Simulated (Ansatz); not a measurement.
Several settings on one geometry of Au(CO)H (CHAuO) (that of the charge 0 singlet, PBE0-D4/def2-TZVP). Ansatz on 4 threads of Arm Neoverse V2 on a shared host; times are rough.

```xyz
4

Au   -0.040    0.050   -0.860
C     0.051   -0.063    1.100
O     0.102   -0.127    2.222
H    -0.113    0.140   -2.462
```

Totals from different functionals, basis sets or treatments of relativity can't be compared as stabilities.

In the def2 sets Au takes a core potential; there is no spin–orbit coupling. HSE06 is defined as in plane-wave codes, on full-range PBE exchange.

The spins typed aren't always the lowest for that charge.

**Question.** Give the basis size and estimate the energy, ⟨S²⟩ and time of these runs.

| run | method | charge | state | further keys |
| --- | --- | --- | --- | --- |
| 1 | RKS HSE06/def2-mTZVPP | 0 | singlet | forces asked |
| 2 | RKS ωB97X-V/def2-mTZVPP | 0 | singlet | scf: {omitted_lower_state_checks: [starts]} |
| 3 | UKS BHLYP/def2-SVP | -1 | doublet | scf: {omitted_lower_state_checks: [starts]}; forces asked |
| 4 | RKS r2SCANh-D4/def2-mTZVP | 0 | singlet | scf: {lower_state_search: off} |

**Answer.** 
```tsv
run	functions	energy (Eh)	⟨S²⟩	wall time
1	84	-249.5733	–	0.9 s
2	84	-249.6369	–	1.5 s
3	65	-249.3691	0.75	14 s
4	82	-249.6799	–	0.7 s
```

The highest occupied level of an anion often lies above zero with these methods, and sets without diffuse functions describe the outer electron poorly.
